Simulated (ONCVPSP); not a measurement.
**Co: excitation energies, all-electron against ONCV**

- Element: Co (Z = 27)
- Generator: ONCVPSP 4.0.1
- Type: optimised norm-conserving Vanderbilt (ONCV)
- Functional: PBEsol
- Relativity: scalar-relativistic
- Frozen core: [Ne]
- Valence charge: 17
- Reference configuration: 3s2 3p6 3d7.5 4s1.5
- Partial waves: 3s+4s: rc 1.10 bohr, ncon 4, nbas 7, qcut 11.1 1/bohr, 3 projectors, debl 0.4 Ha; 3p: rc 1.00 bohr, ncon 3, nbas 7, qcut 11.6 1/bohr, 1 projector; 3d: rc 1.30 bohr, ncon 4, nbas 8, qcut 12 1/bohr, 3 projectors, debl 3.2 Ha
- Local potential: polynomial inside 1.00 bohr (lpopt 4, dvloc0 2 Ha)
- Core correction: Teter function, fcfact 5, rcfact 1.5

Energies are relative to the spin-unpolarised reference configuration 3s2 3p6 3d7.5 4s1.5; without spin polarisation the order of configurations can differ from experiment.

```csv
valence configuration,charge,ΔE all-electron (eV),error AE − PS (meV)
3s2 3p6 3d7 4s2,0,0.965,+3.2
3s2 3p6 3d7 4s0,+2,26.709,-1.4
```

(1) What are ΔE and the potential's error for 3s2 3p6 3d7 4s1.5?

(2) What are ΔE and the potential's error for 3s2 3p6 3d7 4s1?

## Answers

(1) ΔE = 4.578 eV all-electron; the error (AE − PS) is +1.7 meV.

(2) ΔE = 10.011 eV all-electron; the error (AE − PS) is +0.2 meV.
